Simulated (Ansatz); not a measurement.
Consider the redistribution: `[OH][W]([F])([F])(=[S])[Cl]` + `CO[SiH](C)[SeH]` → `C[O][W]([OH])([F])(=[S])[Cl]` + `C[SiH](F)[SeH]`.

Computed with Ansatz on PBE0-D4/def2-TZVP structures; ΔE is electronic, products minus reactants. CBS: MP2 limit from def2 TZ/QZ plus the TZ coupled-cluster correction, frozen cores. Functionals use def2-TZVPP. B3LYP here is the variant with VWN-RPA as its local correlation; programs differ in this. Elements past krypton have def2 core potentials. For Se, W outer-core shells are correlated without core-valence functions, which leaves a few kJ/mol of doubt a bond. Scalar relativity is left out up to krypton. One conformer a species, not always the lowest.

```tsv
level	ΔE (kJ/mol)	difference from CCSD(T)/CBS
r2SCAN-D4	-105.2	-1.2
PBE0-D4	-103.5	0.5
B3LYP-D4	-105.9	-1.9
ωB97X-V	-103.0	1.0
ωB97M-V	-102.8	1.2
B2PLYP	-104.5	-0.5
r2SCAN	-105.0	-1.0
PBE0	-103.1	0.9
B3LYP	-105.4	-1.4
CCSD/def2-TZVPP	-109.4	-5.4
CCSD(T)/def2-TZVPP	-106.0	-2.0
HF/def2-QZVPP	-114.5	-10.5
MP2/def2-QZVPP	-104.3	-0.3
SCS-MP2/def2-QZVPP	-101.6	2.4
MP2/CBS(def2)	-103.8	0.2
CCSD/CBS(def2)	-107.4	-3.4
CCSD(T)/CBS	-104.0	0
```

Largest T1 diagnostic among the species: 0.022, so the coupled-cluster value is less sure than usual.

In def2-TZVPP, CCSD(T) changes the Hartree–Fock value by +9.4 kJ/mol (the triples alone add +3.4 kJ/mol) and MP2 by +9.6 kJ/mol. From PBE to PBE0 (25 % exact exchange), in def2-TZVPP and without D4, ΔE moves by −4.8 kJ/mol.
